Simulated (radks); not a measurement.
Results of a calculation; reference values are marked as such.
All-electron atom: the copper ion Cu+ in [Ar] 3d8 4d2 (not the ground configuration). Level of theory: scalar-relativistic Kohn-Sham, r2SCAN, spin-polarised, spherical densities, finite nucleus; open shells are filled with parallel spins first; meta-GGA in the generalised Kohn-Sham scheme; Fermi nuclear charge, rms radius 3.8823 fm (a radial shooting solver on a logarithmic mesh with Libxc functionals). Some entries of the table are withheld. Estimate them.

orbital,occ.,eigenvalue (Ry),<r> (bohr)
1s down,1,-654.9368,0.05214
1s up,1,-654.9362,0.05214
2s up,1,-81.33235,0.2349
2s down,1,-81.20567,0.2347
2p up,3,-70.38378,0.2065
2p down,3,-70.28818,0.2062
3s up,1,-11.16281,0.7040
3s down,1,-10.92508,0.7062
3p up,3,-7.89513,0.7352
3p down,3,-7.65915,0.7386
3d up,5,-2.66606,0.8520
3d down,3,-2.43589,0.8673
4s up,0,-1.57631,2.203
4s down,0,-1.44715,2.179
4p up,0,(1),2.706
4p down,0,(2),2.645
4d up,2,-0.41281,4.355

Answer. 
(1) 4p up eigenvalue (Ry): -1.02087
(2) 4p down eigenvalue (Ry): -0.88200
